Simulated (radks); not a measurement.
The numbers below are computed, except where a source is named.
The oxygen anion O2-, [Ne], held by a Watson sphere: a shell of charge +2 at radius R that stands for the Madelung well of a crystal (potential energy -2/R inside, -2/r outside, in hartree with lengths in bohr). Level of theory: non-relativistic Kohn-Sham, PBE, spin-polarised, spherical densities, point nucleus (a radial shooting solver on a logarithmic mesh with Libxc functionals). Response by self-consistent Sternheimer equations with the Hartree and adiabatic LDA kernel. The sphere does not respond.

R (bohr)	e(1s) (eV)	e(2s) (eV)	e(2p) (eV)	<r> 2p (bohr)	sum of <r^2> (bohr^2)	X-ray form factor at sin(theta)/lambda = 0.3 1/angstrom	alpha (bohr^3)
1.73	-508.04	-23.342	-8.746	1.424	19.78	4.253	11.30
1.75	-508.05	-23.237	-8.667	1.429	19.93	4.244	11.54
2.21	-508.01	-21.142	-6.992	1.540	23.18	4.106	18.33
2.52	-507.76	-20.052	-6.045	1.607	25.37	4.067	24.84
2.7	-507.58	-19.519	-5.561	1.645	26.65	4.055	29.53
2.91	-507.36	-18.977	-5.052	1.686	28.18	4.048	36.02
2.97	-507.30	-18.836	-4.917	1.698	28.62	4.047	38.10
3.12	-507.14	-18.509	-4.598	1.727	29.74	4.045	43.79
3.51	-506.75	-17.799	-3.885	1.799	32.76	4.045	62.44
